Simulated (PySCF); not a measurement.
**Question.** Give a PBE0-D3(BJ)/def2-SVP geometry of InChI=1S/C7H14FN/c1-7(2,3)6-5(8)4-9-6/h5-6,9H,4H2,1-3H3/t5-,6-/m1/s1.

**Answer.** 
```xyz
23
C7H14FN angstrom
C     -1.3805   -1.1702    1.2851
C     -1.0138   -0.2278    0.1393
C     -0.9528   -0.9920   -1.1827
C     -2.0460    0.8955    0.0262
C      0.3395    0.4112    0.4621
N      0.9481    1.2647   -0.5670
C      2.2900    0.7997   -0.2050
C      1.6353   -0.4075    0.4666
F      2.1164   -0.7676    1.6912
H     -1.4624   -0.6269    2.2402
H     -2.3469   -1.6627    1.0938
H     -0.6206   -1.9573    1.4149
H     -0.3079   -1.8818   -1.1110
H     -1.9556   -1.3399   -1.4758
H     -0.5573   -0.3444   -1.9791
H     -1.7912    1.5778   -0.8002
H     -2.0986    1.4849    0.9563
H     -3.0507    0.4897   -0.1719
H      0.2692    0.9097    1.4523
H      0.7794    2.2634   -0.4843
H      2.9774    0.6233   -1.0483
H      2.8047    1.4086    0.5627
H      1.5989   -1.3034   -0.1722
```

Any rigid rotation of these coordinates is as good. Atoms count from 1 in this order. The 4-membered ring C5–N6–C7–C8 has internal angles of 86.5° to 91.3°; it is puckered, 0.12 Å rms from its mean plane, widest ring torsion 19°. N6 (secondary amine nitrogen) is pyramidal (angles 116.4°, 116.3° and 91.3°, sum 324.0°, 0.44 Å off the plane of its three neighbours). Of the pairs four or more bonds apart, H13···H23 is among the closest relative to their van der Waals radii: 2.20 Å, 92 % of the sum of Bondi's values.

Bonds between heavy atoms (Å): C1–C2 1.528, C2–C3 1.528, C2–C4 1.530, C2–C5 1.531, C5–N6 1.469, N6–C7 1.466, C7–C8 1.529, C8–F9 1.364, C5–C8 1.533.

Computed with PySCF 2.14.0, PBE0-D3(BJ)/def2-SVP geometry optimisation, gas phase.

Point group: C1 (no symmetry element, even within 0.4 Å). Whether it is a minimum is left open (no frequencies). One conformer, not necessarily the lowest (C2–C5–N6–C7 -144°, C5–N6–C7–C8 19°, N6–C7–C8–F9 -136°, C2–C5–C8–C7 140°).
